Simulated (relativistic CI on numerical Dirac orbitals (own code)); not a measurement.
## Crystal-field levels of Co3+, 3d6

Calculated by Dirac-Coulomb-Breit CI, orbitals from a KLI potential per configuration, model QED, valence Slater integrals scaled by 0.65, one configuration in a parametric crystal field (own radial code).

Field parameters in Wybourne normalisation: D3d B²₀ = −7Dσ, B⁴₀ = −14Dq − 21Dτ, B⁴₃ = −14√(10/7) Dq. The field is a parameter set, without covalency.

S is read from ⟨S²⟩ = S(S + 1).

Levels (cm⁻¹, degeneracy): 0 (1), 16 (2), 65 (2), 4286 (2), 4393 (1), 4411 (1), 4511 (2), 4601 (2), 4666 (1), 4666 (1), 11050 (2), 11095 (1).

(1) Which field gives this pattern?
A. D3d, 10Dq = 27800, Dσ = 70, Dτ = 360 cm⁻¹
B. D3d, 10Dq = 6950, Dσ = 930, Dτ = 260 cm⁻¹
C. D3d, 10Dq = 23300, Dσ = -660, Dτ = -430 cm⁻¹
D. D3d, 10Dq = 26900, Dσ = -1040, Dτ = -60 cm⁻¹

Answers

(1) B. D3d, 10Dq = 6950, Dσ = 930, Dτ = 260 cm⁻¹, ground level with S = 2.00.
